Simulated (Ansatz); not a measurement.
**Molecular dynamics of LiHF2**

input.yaml

```yaml
accuracy: low
crystal:
  lattice:
    - [6.69433, 0.0, 0.0]
    - [0.0, 6.69433, 0.0]
    - [0.0, 0.0, 6.69433]
  atoms:
    - { symbol: Li, position: [0.38847392, 0.79578681, 0.3841007] }
    - { symbol: F, position: [0.41504186, 0.55024989, 0.41278773] }
    - { symbol: Li, position: [0.82298233, 0.16172922, 0.02850684] }
    - { symbol: F, position: [0.75656055, 0.39102047, 0.12254214] }
    - { symbol: Li, position: [0.55527351, 0.53220037, 0.60976572] }
    - { symbol: F, position: [0.59382756, 0.73508236, 0.75381243] }
    - { symbol: Li, position: [-0.00496684, -0.08096635, 0.62217107] }
    - { symbol: F, position: [-0.003517, 0.23646681, 0.8725855] }
    - { symbol: Li, position: [0.29460642, 0.90352224, 0.8270125] }
    - { symbol: F, position: [0.24150598, 0.94454707, 0.56563484] }
    - { symbol: F, position: [0.26712622, 0.32346148, 0.07995683] }
    - { symbol: H, position: [0.12950679, 0.30107352, -0.04401986] }
    - { symbol: F, position: [1.0664496, 0.78673553, 0.86182772] }
    - { symbol: H, position: [1.02301148, 0.77797437, 1.06512501] }
    - { symbol: F, position: [0.91723477, 0.75927581, 0.17590893] }
    - { symbol: H, position: [0.77938078, 0.52779709, 0.16076969] }
    - { symbol: F, position: [0.70736673, 0.95181281, 0.52805295] }
    - { symbol: H, position: [0.64620037, 0.83018782, 0.63873393] }
    - { symbol: F, position: [0.36591706, -0.02554358, 0.10105942] }
    - { symbol: H, position: [0.31571049, 0.1742929, 0.11707612] }
basis:
  ecutwfc: 420.0
kpoints:
  mp_grid: { grid: [1, 1, 1] }
hamiltonian:
  xc: pbe
  dispersion: d3bj
scf:
  occupations: { method: fermi_dirac, width: 0.05 }
  lower_state_search: "off"
md:
  timestep: 0.5
  n_steps: 400
  ensemble: nve
  temperature: 700.0
  initial_velocities: maxwell_boltzmann
  seed: 808955
  masses: [{ species: H, mass: 2.014 }]
```

Launched with:

```bash
$ ansatz run input.yaml --threads 1 --pin off --max-ram 3072MiB --backend cpu --events-out ev --progress --plain --runs-dir out
```

It goes on from the last frame of an earlier run, with new velocities.

Output, in part (step lines):

```
md step     0: t =     0.00 fs  T =   700.0 K  F+E_penalty+E_count = -9200.78064740 eV  E_kin = 1.719158 eV  conserved = -9199.06148941 eV  (9 SCF iters)
md step     1: t =     0.50 fs  T =   708.3 K  F+E_penalty+E_count = -9200.80119110 eV  E_kin = 1.739619 eV  conserved = -9199.06157237 eV  (8 SCF iters)
md step     2: t =     1.00 fs  T =   716.4 K  F+E_penalty+E_count = -9200.82116869 eV  E_kin = 1.759548 eV  conserved = -9199.06162078 eV  (8 SCF iters)
md step     3: t =     1.50 fs  T =   724.0 K  F+E_penalty+E_count = -9200.83976140 eV  E_kin = 1.778120 eV  conserved = -9199.06164120 eV  (8 SCF iters)
md step     4: t =     2.00 fs  T =   730.9 K  F+E_penalty+E_count = -9200.85659058 eV  E_kin = 1.794946 eV  conserved = -9199.06164438 eV  (8 SCF iters)
md step     5: t =     2.50 fs  T =   737.0 K  F+E_penalty+E_count = -9200.87156555 eV  E_kin = 1.809923 eV  conserved = -9199.06164215 eV  (4 SCF iters)
md step     6: t =     3.00 fs  T =   742.3 K  F+E_penalty+E_count = -9200.88471150 eV  E_kin = 1.823066 eV  conserved = -9199.06164534 eV  (3 SCF iters)
md step     7: t =     3.50 fs  T =   746.9 K  F+E_penalty+E_count = -9200.89601852 eV  E_kin = 1.834358 eV  conserved = -9199.06166034 eV  (3 SCF iters)
[... lines left out ...]
md step   400: t =   200.00 fs  T =   780.6 K  F+E_penalty+E_count = -9200.97994045 eV  E_kin = 1.917224 eV  conserved = -9199.06271618 eV  (8 SCF iters)
```

The steps, from the saved trajectory:

```csv
time (fs),T (K),potential energy less start (eV),conserved less start (meV/atom)
0.0,700,0.000,0.00
6.5,754,-0.134,-0.01
13.0,817,-0.286,-0.01
19.5,894,-0.476,-0.02
26.0,813,-0.277,0.01
32.5,634,0.161,-0.01
39.0,755,-0.135,-0.06
45.5,693,0.017,0.01
52.0,644,0.136,-0.08
58.5,654,0.113,-0.05
65.0,648,0.126,-0.01
71.5,653,0.116,0.02
78.0,629,0.175,-0.03
84.5,804,-0.258,-0.07
91.0,947,-0.608,-0.06
97.5,884,-0.451,0.02
104.0,942,-0.593,0.00
110.5,866,-0.408,0.02
117.0,854,-0.377,0.02
123.5,927,-0.556,0.00
130.0,950,-0.615,-0.01
136.5,924,-0.552,-0.06
143.0,970,-0.664,-0.05
149.5,840,-0.346,-0.07
156.0,822,-0.301,0.00
162.5,770,-0.174,-0.07
169.0,764,-0.158,-0.04
175.5,769,-0.170,-0.02
182.0,723,-0.056,-0.02
188.5,760,-0.147,-0.01
195.0,720,-0.050,0.00
```

All steps were run. The conserved energy stayed within 0.16 meV per atom of its start (net change -0.061 meV per atom), so the integration is sound. A run of 0.2 ps of so small a system gives no equilibrium averages. Limits of this set-up: coarse k mesh, low accuracy level.

Mean squared displacements from the first frame to the last, about the centre of mass: Li 2.73 Å², F 1.23 Å², H 0.89 Å².

Last frame:

```xyz
20
Lattice="6.6943 0.0000 0.0000 0.0000 6.6943 0.0000 0.0000 0.0000 6.6943" Properties=species:S:1:pos:R:3
Li 2.103 5.448 3.166
F 3.508 4.193 2.906
Li 4.450 -1.489 1.647
F 5.716 2.288 2.224
Li 3.066 2.260 3.735
F 3.151 5.580 5.111
Li -0.526 0.013 4.254
F -0.237 1.360 6.247
Li 1.731 6.625 5.581
F 1.069 6.914 3.543
F 2.778 1.580 -1.196
H 0.260 2.163 -0.662
F 7.364 5.006 5.497
H 6.579 4.749 6.421
F 5.631 4.725 0.467
H 4.999 2.673 1.869
F 4.520 6.661 3.619
H 3.868 6.130 4.466
F 3.318 0.568 0.950
H 2.897 1.069 0.055
```

Run time: 3.8 min on 1 thread of Intel(R) Xeon(R) 6975P-C (Granite Rapids) (shared host), peak memory 0.45 GiB.
